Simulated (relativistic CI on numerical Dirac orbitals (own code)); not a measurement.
## Mn3+: K-alpha X-ray emission

Computed with this model: Dirac-Coulomb-Breit CI, KLI orbitals optimised for each configuration, QED by a radiative potential, valence Slater integrals scaled by 0.8, multiplet model of X-ray emission after core ionisation; configurations [Ar] 3d4 → 1s 2s2 2p6 3s2 3p6 3d4 → [He] 2s2 2p5 3s2 3p6 3d4; 300 K; Lorentzian 1.8 eV and Gaussian 0.6 eV FWHM. Energies are those of the free ion, without screening or charge transfer. S is read from ⟨S²⟩ = S(S + 1).

Field parameters in Wybourne normalisation: Oh B⁴₀ = 21Dq, B⁴₄ = √(5/14) B⁴₀. The field is a parameter set, without covalency.

Computed curve for Oh, 10Dq = 25900 cm⁻¹, scaled to 100 at the maximum (points under 2 are left out and the grid is thinned):

Energy (eV), Intensity and a bar:
```
   5878.2        2.1 
   5878.8        2.6 
   5879.6        3.5 
   5880.2        4.6 #
   5881.0        6.8 #
   5881.6        8.9 ##
   5882.4       11.5 ###
   5883.0       14.2 ####
   5883.8       22.5 ######
   5884.4       34.1 ##########
   5885.2       46.3 ##############
   5885.8       45.4 ##############
   5886.6       31.9 #########
   5887.2       21.1 ######
   5887.8       14.4 ####
   5888.6       10.7 ###
   5889.2        9.9 ##
   5890.0       10.6 ###
   5890.6       11.7 ###
   5891.4       13.0 ###
   5892.0       14.7 ####
   5892.8       17.8 #####
   5893.4       20.9 ######
   5894.2       28.4 ########
   5894.8       37.3 ###########
   5895.6       53.5 ################
   5896.2       70.0 #####################
   5896.8       89.1 ###########################
   5897.6       97.7 ##############################
   5898.2       72.3 ######################
   5899.0       35.4 ##########
   5899.6       20.9 ######
   5900.4       11.9 ###
   5901.0        8.5 ##
   5901.8        5.9 #
   5902.4        4.6 #
   5903.2        3.5 
   5903.8        2.9 
   5904.6        2.4 
   5905.2        2.0
```

The ground state has S = 1.02, and the centroid lies at 5892.91 eV.
